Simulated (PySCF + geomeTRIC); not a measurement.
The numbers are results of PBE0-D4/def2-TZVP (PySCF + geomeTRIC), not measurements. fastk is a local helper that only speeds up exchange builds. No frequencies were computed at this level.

```python
import json, numpy as np
from pyscf import gto, dft
from fastk import lowrank_exchange
atoms = """
C     -1.557634    -0.755337    -0.509895
C     -0.099455    -0.545039    -0.619603
Si     0.786122     0.935411     0.048487
O      2.395357     0.815799    -0.186910
H     -2.028471    -0.717295    -1.497651
H     -1.781023    -1.746911    -0.105922
H     -2.022741    -0.003349     0.121970
H      0.424771    -1.296941    -1.195954
H      0.491061     1.071263     1.483929
H      0.506256     2.181063    -0.665111
H      2.885745     0.061330     0.125064
"""
def scf(charge, spin, dm0=None):
    mol = gto.M(atom=atoms, basis='def2-tzvp', ecp={}, charge=charge, spin=spin, verbose=3, max_memory=5040)
    mf = dft.KS(mol, xc='pbe0').density_fit(auxbasis="def2-universal-jkfit")
    mf.disp = 'd4'
    mf.grids.level = 3
    mf.conv_tol = 1e-8
    mf.max_cycle = 60
    mf.kernel(dm0)
    if not mf.converged:
        mf = mf.newton().run(mf.mo_coeff, mf.mo_occ).undo_soscf()
    return mf
mf = scf(0, 1)
lowrank_exchange(mf)  # same exchange matrices as the stock routine, built faster for response steps
mo, _, stable, _ = mf.stability(return_status=True)
if not stable:
    mf.kernel(mf.make_rdm1(mo, mf.mo_occ))
del mf.get_jk
from pyscf.geomopt.geometric_solver import kernel as optimize
path = []
done, mol = optimize(mf, maxsteps=80, assert_convergence=False, callback=lambda env: path.append((env["energy"], bool(env["g_scanner"].converged))))
res = dict(converged=bool(done and path[-1][1]), energy=path[-1][0], path=[e for e, c in path], xyz=mol.atom_coords(unit="Angstrom").tolist(), nao=mol.nao)
json.dump(res, open("result.json", "w"))
```

Output:

```
converged SCF energy = -444.902335986918  <S^2> = 0.7547006  2S+1 = 2.0046951
<class 'pyscf.df.df_jk.DFUKS'> wavefunction is stable in the internal stability analysis
Geometry optimization cycle 1
converged SCF energy = -444.902335986138  <S^2> = 0.7547012  2S+1 = 2.0046957
cycle 1: E = -444.902335986  dE = -444.902  norm(grad) = 0.0264397
Geometry optimization cycle 2
converged SCF energy = -444.904325951413  <S^2> = 0.75474248  2S+1 = 2.0047369
cycle 2: E = -444.904325951  dE = -0.00198997  norm(grad) = 0.00540874
Geometry optimization cycle 3
converged SCF energy = -444.904501970714  <S^2> = 0.75473772  2S+1 = 2.0047321
cycle 3: E = -444.904501971  dE = -0.000176019  norm(grad) = 0.002768
Geometry optimization cycle 4
converged SCF energy = -444.904588009469  <S^2> = 0.75473475  2S+1 = 2.0047292
cycle 4: E = -444.904588009  dE = -8.60388e-05  norm(grad) = 0.00250816
Geometry optimization cycle 5
converged SCF energy = -444.904640647684  <S^2> = 0.75473031  2S+1 = 2.0047247
cycle 5: E = -444.904640648  dE = -5.26382e-05  norm(grad) = 0.00224077
Geometry optimization cycle 6
converged SCF energy = -444.904803736751  <S^2> = 0.75470946  2S+1 = 2.0047039
cycle 6: E = -444.904803737  dE = -0.000163089  norm(grad) = 0.00398002
Geometry optimization cycle 7
converged SCF energy = -444.904915426607  <S^2> = 0.75469442  2S+1 = 2.0046889
cycle 7: E = -444.904915427  dE = -0.00011169  norm(grad) = 0.00474925
Geometry optimization cycle 8
converged SCF energy = -444.905043621693  <S^2> = 0.75468023  2S+1 = 2.0046748
cycle 8: E = -444.905043622  dE = -0.000128195  norm(grad) = 0.00389743
Geometry optimization cycle 9
converged SCF energy = -444.905110444715  <S^2> = 0.7546794  2S+1 = 2.0046739
cycle 9: E = -444.905110445  dE = -6.6823e-05  norm(grad) = 0.00222935
Geometry optimization cycle 10
converged SCF energy = -444.905152393701  <S^2> = 0.75468136  2S+1 = 2.0046759
cycle 10: E = -444.905152394  dE = -4.1949e-05  norm(grad) = 0.00149735
Geometry optimization cycle 11
converged SCF energy = -444.905182390169  <S^2> = 0.75468153  2S+1 = 2.0046761
cycle 11: E = -444.90518239  dE = -2.99965e-05  norm(grad) = 0.00208758
Geometry optimization cycle 12
converged SCF energy = -444.905228577251  <S^2> = 0.75467995  2S+1 = 2.0046745
cycle 12: E = -444.905228577  dE = -4.61871e-05  norm(grad) = 0.00275997
Geometry optimization cycle 13
converged SCF energy = -444.905259608934  <S^2> = 0.75467759  2S+1 = 2.0046721
cycle 13: E = -444.905259609  dE = -3.10317e-05  norm(grad) = 0.00206008
Geometry optimization cycle 14
converged SCF energy = -444.905273322725  <S^2> = 0.75467673  2S+1 = 2.0046713
cycle 14: E = -444.905273323  dE = -1.37138e-05  norm(grad) = 0.000674807
Geometry optimization cycle 15
converged SCF energy = -444.905276474711  <S^2> = 0.75467646  2S+1 = 2.004671
cycle 15: E = -444.905276475  dE = -3.15199e-06  norm(grad) = 0.000287615
Geometry optimization cycle 16
converged SCF energy = -444.905277263244  <S^2> = 0.75467663  2S+1 = 2.0046712
cycle 16: E = -444.905277263  dE = -7.88533e-07  norm(grad) = 0.000284592
Geometry optimization cycle 17
converged SCF energy = -444.905277878063  <S^2> = 0.75467695  2S+1 = 2.0046715
cycle 17: E = -444.905277878  dE = -6.14819e-07  norm(grad) = 0.000220644
Geometry optimization cycle 18
converged SCF energy = -444.905278452142  <S^2> = 0.75467766  2S+1 = 2.0046722
cycle 18: E = -444.905278452  dE = -5.74079e-07  norm(grad) = 0.000186174
Geometry optimization cycle 19
converged SCF energy = -444.905278931935  <S^2> = 0.75467825  2S+1 = 2.0046728
cycle 19: E = -444.905278932  dE = -4.79793e-07  norm(grad) = 0.000271711
Geometry optimization cycle 20
converged SCF energy = -444.905279402816  <S^2> = 0.75467883  2S+1 = 2.0046734
cycle 20: E = -444.905279403  dE = -4.70881e-07  norm(grad) = 0.000297307
Geometry optimization cycle 21
converged SCF energy = -444.905279648199  <S^2> = 0.75467908  2S+1 = 2.0046736
cycle 21: E = -444.905279648  dE = -2.45383e-07  norm(grad) = 0.000205925
Geometry optimization cycle 22
converged SCF energy = -444.905279805437  <S^2> = 0.75467909  2S+1 = 2.0046736
cycle 22: E = -444.905279805  dE = -1.57237e-07  norm(grad) = 9.66185e-05
Geometry optimization cycle 23
converged SCF energy = -444.905279853704  <S^2> = 0.75467902  2S+1 = 2.0046736
cycle 23: E = -444.905279854  dE = -4.82672e-08  norm(grad) = 4.85879e-05
<class 'geometric.internal.Distance'> : 10
<class 'geometric.internal.Angle'> : 15
<class 'geometric.internal.OutOfPlane'> : 1
<class 'geometric.internal.Dihedral'> : 15
<class 'geometric.internal.TranslationX'> : 1
<class 'geometric.internal.TranslationY'> : 1
<class 'geometric.internal.TranslationZ'> : 1
<class 'geometric.internal.RotationA'> : 1
<class 'geometric.internal.RotationB'> : 1
<class 'geometric.internal.RotationC'> : 1
Step    0 : Gradient = 7.972e-03/1.364e-02 (rms/max) Energy = -444.9023359861
Step    1 : Displace = 3.759e-02/5.695e-02 (rms/max) Trust = 1.000e-01 (=) Grad = 1.631e-03/2.786e-03 (rms/max) E (change) = -444.9043259514 (-1.990e-03) Quality = 1.038
Step    2 : Displace = 2.563e-02/4.203e-02 (rms/max) Trust = 1.414e-01 (+) Grad = 8.346e-04/1.609e-03 (rms/max) E (change) = -444.9045019707 (-1.760e-04) Quality = 1.286
Step    3 : Displace = 2.302e-02/4.133e-02 (rms/max) Trust = 2.000e-01 (+) Grad = 7.562e-04/1.607e-03 (rms/max) E (change) = -444.9045880095 (-8.604e-05) Quality = 1.140
Step    4 : Displace = 1.933e-02/3.134e-02 (rms/max) Trust = 2.828e-01 (+) Grad = 6.756e-04/1.290e-03 (rms/max) E (change) = -444.9046406477 (-5.264e-05) Quality = 1.730
Step    5 : Displace = 8.483e-02/1.255e-01 (rms/max) Trust = 3.000e-01 (+) Grad = 1.200e-03/2.590e-03 (rms/max) E (change) = -444.9048037368 (-1.631e-04) Quality = 1.348
Step    6 : Displace = 6.895e-02/1.037e-01 (rms/max) Trust = 3.000e-01 (=) Grad = 1.432e-03/2.981e-03 (rms/max) E (change) = -444.9049154266 (-1.117e-04) Quality = 1.535
Step    7 : Displace = 8.932e-02/1.371e-01 (rms/max) Trust = 3.000e-01 (=) Grad = 1.175e-03/2.382e-03 (rms/max) E (change) = -444.9050436217 (-1.282e-04) Quality = 1.331
Step    8 : Displace = 3.549e-02/5.653e-02 (rms/max) Trust = 3.000e-01 (=) Grad = 6.722e-04/1.431e-03 (rms/max) E (change) = -444.9051104447 (-6.682e-05) Quality = 1.451
Step    9 : Displace = 2.327e-02/3.689e-02 (rms/max) Trust = 3.000e-01 (=) Grad = 4.515e-04/1.065e-03 (rms/max) E (change) = -444.9051523937 (-4.195e-05) Quality = 1.391
Step   10 : Displace = 2.256e-02/3.381e-02 (rms/max) Trust = 3.000e-01 (=) Grad = 6.294e-04/1.326e-03 (rms/max) E (change) = -444.9051823902 (-3.000e-05) Quality = 1.598
Step   11 : Displace = 4.214e-02/5.902e-02 (rms/max) Trust = 3.000e-01 (=) Grad = 8.322e-04/1.935e-03 (rms/max) E (change) = -444.9052285773 (-4.619e-05) Quality = 1.408
Step   12 : Displace = 3.282e-02/5.158e-02 (rms/max) Trust = 3.000e-01 (=) Grad = 6.211e-04/1.509e-03 (rms/max) E (change) = -444.9052596089 (-3.103e-05) Quality = 1.301
Step   13 : Displace = 1.078e-02/2.710e-02 (rms/max) Trust = 3.000e-01 (=) Grad = 2.035e-04/4.348e-04 (rms/max) E (change) = -444.9052733227 (-1.371e-05) Quality = 1.247
Step   14 : Displace = 5.897e-03/8.551e-03 (rms/max) Trust = 3.000e-01 (=) Grad = 8.672e-05/1.889e-04 (rms/max) E (change) = -444.9052764747 (-3.152e-06) Quality = 1.285
Step   15 : Displace = 2.438e-03/3.962e-03 (rms/max) Trust = 3.000e-01 (=) Grad = 8.581e-05/2.004e-04 (rms/max) E (change) = -444.9052772632 (-7.885e-07) Quality = 1.518
Step   16 : Displace = 2.207e-03/3.766e-03 (rms/max) Trust = 3.000e-01 (=) Grad = 6.653e-05/1.608e-04 (rms/max) E (change) = -444.9052778781 (-6.148e-07) Quality = 1.321
Step   17 : Displace = 2.675e-03/4.845e-03 (rms/max) Trust = 3.000e-01 (=) Grad = 5.613e-05/1.115e-04 (rms/max) E (change) = -444.9052784521 (-5.741e-07) Quality = 1.327
Step   18 : Displace = 4.933e-03/8.799e-03 (rms/max) Trust = 3.000e-01 (=) Grad = 8.192e-05/1.715e-04 (rms/max) E (change) = -444.9052789319 (-4.798e-07) Quality = 1.054
Step   19 : Displace = 5.357e-03/1.035e-02 (rms/max) Trust = 3.000e-01 (=) Grad = 8.964e-05/1.653e-04 (rms/max) E (change) = -444.9052794028 (-4.709e-07) Quality = 1.008
Step   20 : Displace = 4.575e-03/9.571e-03 (rms/max) Trust = 3.000e-01 (=) Grad = 6.209e-05/1.235e-04 (rms/max) E (change) = -444.9052796482 (-2.454e-07) Quality = 0.697
Step   21 : Displace = 1.201e-03/2.176e-03 (rms/max) Trust = 3.000e-01 (=) Grad = 2.913e-05/7.329e-05 (rms/max) E (change) = -444.9052798054 (-1.572e-07) Quality = 1.336
Step   22 : Displace = 8.986e-04/1.599e-03 (rms/max) Trust = 3.000e-01 (=) Grad = 1.465e-05/3.400e-05 (rms/max) E (change) = -444.9052798537 (-4.827e-08) Quality = 0.873
Converged! =D
```

Cost: roughly 12 core-minutes.
